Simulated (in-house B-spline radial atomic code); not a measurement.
Whole-atom quantities along the 17-electron series, configuration [Ne] 3s2 3p5. Breit and QED terms are first order and not part of the total energy; the density at the nucleus is averaged over the nuclear charge. Computed with an all-electron radial atomic-structure program (B-spline basis): Dirac-Hartree-Fock, average of the configuration, finite nuclei.

| ion | Z | E/Z² (Eh) | Σ<r²> (bohr²) | n(0)/Z³ (bohr⁻³) | Lamb diamagnetic shielding (ppm) | repulsion over attraction | Breit energy (eV) | self-energy (eV) | vacuum polarisation (eV) | Dirac less non-relativistic energy (Eh) |
| --- | --- | --- | --- | --- | --- | --- | --- | --- | --- | --- |
| Cr7+ | 24 | -1.796 | 6.4839 | 0.8194 | 1760.38 | 0.12519 | 9.6587 | 7.0251 | -0.56504 | -6.4893 |
| Mn8+ | 25 | -1.8178 | 5.6801 | 0.83429 | 1848.33 | 0.12107 | 11.091 | 8.1063 | -0.66655 | -7.7381 |
| Fe9+ | 26 | -1.8384 | 5.0205 | 0.84994 | 1936.53 | 0.11717 | 12.661 | 9.2996 | -0.78131 | -9.1623 |
| Co10+ | 27 | -1.8578 | 4.4718 | 0.86596 | 2025 | 0.11348 | 14.375 | 10.612 | -0.91046 | -10.778 |
| Ni11+ | 28 | -1.8762 | 4.0098 | 0.88324 | 2113.77 | 0.10998 | 16.24 | 12.049 | -1.0552 | -12.602 |
| Cu12+ | 29 | -1.8936 | 3.6169 | 0.89978 | 2202.84 | 0.10668 | 18.262 | 13.618 | -1.2169 | -14.652 |
| Zn13+ | 30 | -1.9102 | 3.2796 | 0.91762 | 2292.25 | 0.10354 | 20.449 | 15.327 | -1.3967 | -16.946 |
| Ga14+ | 31 | -1.9259 | 2.9877 | 0.93581 | 2381.99 | 0.10057 | 22.808 | 17.181 | -1.5962 | -19.505 |
| Ge15+ | 32 | -1.9409 | 2.7333 | 0.95452 | 2472.1 | 0.097755 | 25.343 | 19.189 | -1.8168 | -22.349 |
| As16+ | 33 | -1.9553 | 2.5102 | 0.97476 | 2562.59 | 0.095077 | 28.064 | 21.358 | -2.0601 | -25.499 |
| Se17+ | 34 | -1.9691 | 2.3134 | 0.99545 | 2653.47 | 0.092531 | 30.976 | 23.696 | -2.3277 | -28.977 |
| Br18+ | 35 | -1.9823 | 2.1388 | 1.0173 | 2744.76 | 0.090107 | 34.087 | 26.209 | -2.6214 | -32.806 |
| Kr19+ | 36 | -1.995 | 1.9831 | 1.04 | 2836.49 | 0.087797 | 37.403 | 28.907 | -2.9429 | -37.01 |
| Rb20+ | 37 | -2.0073 | 1.8438 | 1.0638 | 2928.67 | 0.085595 | 40.932 | 31.798 | -3.2941 | -41.614 |
| Sr21+ | 38 | -2.0191 | 1.7186 | 1.0885 | 3021.31 | 0.083492 | 44.681 | 34.889 | -3.6771 | -46.645 |
| Zr23+ | 40 | -2.0415 | 1.5032 | 1.141 | 3208.07 | 0.079561 | 52.867 | 41.71 | -4.5467 | -58.093 |
| Nb24+ | 41 | -2.0522 | 1.4102 | 1.1679 | 3302.22 | 0.077721 | 57.319 | 45.458 | -5.0377 | -64.567 |
| Mo25+ | 42 | -2.0627 | 1.3254 | 1.1951 | 3396.92 | 0.075958 | 62.019 | 49.442 | -5.5695 | -71.581 |
| Tc26+ | 43 | -2.0728 | 1.248 | 1.2258 | 3492.19 | 0.074267 | 66.977 | 53.673 | -6.1447 | -79.169 |
| Ru27+ | 44 | -2.0826 | 1.177 | 1.2556 | 3588.04 | 0.072644 | 72.198 | 58.161 | -6.7658 | -87.359 |
| Rh28+ | 45 | -2.0923 | 1.1117 | 1.2885 | 3684.5 | 0.071085 | 77.691 | 62.916 | -7.4359 | -96.189 |
| Pd29+ | 46 | -2.1017 | 1.0516 | 1.322 | 3781.59 | 0.069586 | 83.464 | 67.949 | -8.1577 | -105.69 |
| Ag30+ | 47 | -2.1109 | 0.99619 | 1.3578 | 3879.34 | 0.068143 | 89.525 | 73.271 | -8.9345 | -115.9 |
| Cd31+ | 48 | -2.1199 | 0.94489 | 1.3931 | 3977.75 | 0.066754 | 95.881 | 78.892 | -9.7693 | -126.86 |
| In32+ | 49 | -2.1288 | 0.89734 | 1.4323 | 4076.87 | 0.065415 | 102.54 | 84.826 | -10.666 | -138.6 |
| Sn33+ | 50 | -2.1374 | 0.85318 | 1.4719 | 4176.72 | 0.064124 | 109.51 | 91.083 | -11.628 | -151.17 |

**Question.** With what power of Z does the column «Dirac less non-relativistic energy (Eh)» change over this range?

**Answer.** A fit of the logarithm of its size against log Z from Z = 24 to 50 has slope 4.29. An unscreened hydrogenic electron would give 4 at low Z; screening makes the apparent power larger near the neutral end, and relativity raises it again at high Z.
